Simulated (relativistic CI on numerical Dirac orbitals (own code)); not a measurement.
**Bi III: calculation against measurement**

Calculated at this level of theory: Dirac-Coulomb-Breit CI, orbitals from a KLI potential per configuration, QED by a radiative potential, valence Slater integrals scaled by 0.85, P86 correlation estimate, and configurations built on the next ion tied to the tabulated ionisation energy (semi-empirical) (own radial code, finite nucleus).

Configurations in the expansion (outside the closed core [Xe] 4f14 5d10): 6s2 6p, 6s2 6d, 6s2 7s, 6s2 7p, 6s2 7d, 6s2 8s, 6s2 6f, 6s2 7f, 6s 6p2, 6p3, 6s 6p 6d, 6s2 5f, 6s2 8p, 6s 6p 6f, 6s2 8d, 6s2 5g, 6s2 8f, 6p 6d2, 6s 6p 7s, 6s 6p 7p, 6p 5f2, 6s 6d2, 6p2 6d, 6s 6p 5f. Levels of other configurations are missing.

| Configuration | Term (tabulated) | J | Measured (cm⁻¹) | Computed | Error | Purity (%) |
| --- | --- | --- | --- | --- | --- | --- |
| 6s2 6p | 2P° | 1/2 | 0.0 | 0 | 0 | 99 |
| 6s2 6p | 2P° | 3/2 | 20788.0 | 20402 | -386 | 98 |
| 6s 6p2 | 4P | 1/2 | 70254.0 | 66379 | -3875 | 88 |
| 6s 6p2 | 4P | 3/2 | 83038.0 | 78100 | -4938 | 96 |
| 6s 6p2 | 4P | 5/2 | 89236.0 | 85091 | -4145 | 65 |
| 6s2 7s | 2S | 1/2 | 95075.0 | 95282 | 207 | 99 |
| 6s2 6d | 2D | 5/2 | 102446.0 | 98454 | -3992 | 64 |
| 6s 6p2 | 2P | 1/2 | 108052.0 | 109037 | 985 | 64 |
| 6s 6p2 | 2D | 5/2 | 116414.0 | 114354 | -2060 | 59 |
| 6s2 7p | 2P° | 1/2 | 116993.0 | 116974 | -19 | 99 |
| 6s2 7p | 2P° | 3/2 | 122128.0 | 121997 | -131 | 99 |
| 6s 6p2 | 2P | 3/2 | 130966.0 | 132101 | 1135 | 84 |
| 6s2 5f | 2F° | 7/2 | 137455.0 | 137802 | 347 | 97 |
| 6s2 5f | 2F° | 5/2 | 137555.0 | 138020 | 465 | 98 |
| 6s2 8s | 2S | 1/2 | 145227.0 | 145893 | 666 | 99 |
| 6s2 7d | 2D | 3/2 | 149086.0 | 149525 | 439 | 98 |
| 6s2 7d | 2D | 5/2 | 149796.0 | 150154 | 358 | 98 |
| 6s2 8p | 2P° | 1/2 | 154198.0 | 154528 | 330 | 98 |
| 6s2 8p | 2P° | 3/2 | 156421.0 | 156633 | 212 | 97 |
| 6s2 6f | 2F° | 7/2 | 162186.0 | 162706 | 520 | 97 |
| 6s2 6f | 2F° | 5/2 | 162242.0 | 162816 | 574 | 96 |
| 6s2 8d | 2D | 3/2 | 169292.0 | 169698 | 406 | 99 |
| 6s2 8d | 2D | 5/2 | 169657.0 | 170021 | 364 | 99 |

Measured levels from Moore, Atomic Energy Levels, vol. III, NSRDS-NBS 35 (1971 reprint of NBS Circular 467, 1958); pairs were made by configuration, J and term (by order where the table uses no LS term), so strongly mixed levels may be paired wrongly. The analysis dates from before 1960.

Mean error by configuration (cm⁻¹): 6s2 6p -386; 6s 6p2 -2150; 6s2 7s 207; 6s2 6d -3992; 6s2 7p -75; 6s2 5f 406; 6s2 8s 666; 6s2 7d 399; 6s2 8p 271; 6s2 6f 547; 6s2 8d 385. Over the excited levels the mean absolute error is 1207 cm⁻¹ (22 of the 25 excited levels that our extract of the source holds in range could be paired, and the others can miss by more), and the median relative error of those above 1,000 cm⁻¹ is 0.33 %.
